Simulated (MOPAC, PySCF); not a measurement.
H6BN3, SMILES `NB(N)N`, neutral singlet in the gas phase. 

Cartesian coordinates (Å):
SMILES: NB(N)N
```xyz
10

N     -0.9746     1.0388    -0.1217
B     -0.0003     0.0004     0.0036
N      1.3887     0.3289     0.0741
N     -0.4155    -1.3656     0.0619
H     -1.9625     0.8666    -0.0864
H     -0.7412     2.0136    -0.0754
H      1.7350     1.2660    -0.0182
H      2.1151    -0.3627     0.0966
H      0.2285    -2.1343     0.0904
H     -1.3731    -1.6518    -0.0249
```
Charge 0, spin multiplicity 1.

All levels are single points at this geometry (B3LYP-D3(BJ)/def2-TZVP); Pople sets use spherical d functions. Orbital energies aren't observables, and empty levels follow the basis.

PM6 in MOPAC gives gap (eV) = 11.16.

**Question.** Estimate the gap (eV) from each of these levels: B3LYP-D3(BJ)/def2-TZVP in PySCF; PBE-D3(BJ)/def2-TZVP in PySCF; B3LYP/3-21G in PySCF; B3LYP/6-311+G** in PySCF; B3LYP/6-31G* in PySCF; BP86/6-31G* in PySCF; M06-2X/6-31G* in PySCF; PBE/6-31G* in PySCF; SVWN5/6-31G* in PySCF; HF/3-21G in PySCF; HF/STO-3G in PySCF; PM3 in MOPAC.

**Answer.** 
```tsv
level	gap (eV)
B3LYP-D3(BJ)/def2-TZVP in PySCF	6.81
PBE-D3(BJ)/def2-TZVP in PySCF	5.17
B3LYP/3-21G in PySCF	8.28
B3LYP/6-311+G** in PySCF	6.15
B3LYP/6-31G* in PySCF	7.85
BP86/6-31G* in PySCF	6.15
M06-2X/6-31G* in PySCF	10.89
PBE/6-31G* in PySCF	5.99
SVWN5/6-31G* in PySCF	5.96
HF/3-21G in PySCF	16.79
HF/STO-3G in PySCF	20.10
PM3 in MOPAC	10.87
```
